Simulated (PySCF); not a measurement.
BrClMg.

```xyz
3

Mg     0.0000     0.0000    -0.6938
Cl     0.0000     0.0000    -2.8703
Br     0.0000     0.0000     1.6320
```

The structure is a stationary point at B3LYP-D3(BJ)/def2-TZVP.

All values below come from KT2/pcSseg-2 in PySCF. Non-relativistic, no solvent.

Question: Give the absolute GIAO shielding of each atom: isotropic value and principal components (ppm). (Estimate from the structure and the level; the computed values follow.)

Answer: 
```tsv
atom	σ(iso)	σ11	σ22	σ33	span
Mg1	492.7	378.9	378.9	720.4	341.5
Cl2	1042.4	986.5	986.5	1154.0	167.5
Br3	2919.6	2812.7	2812.7	3133.5	320.8
```
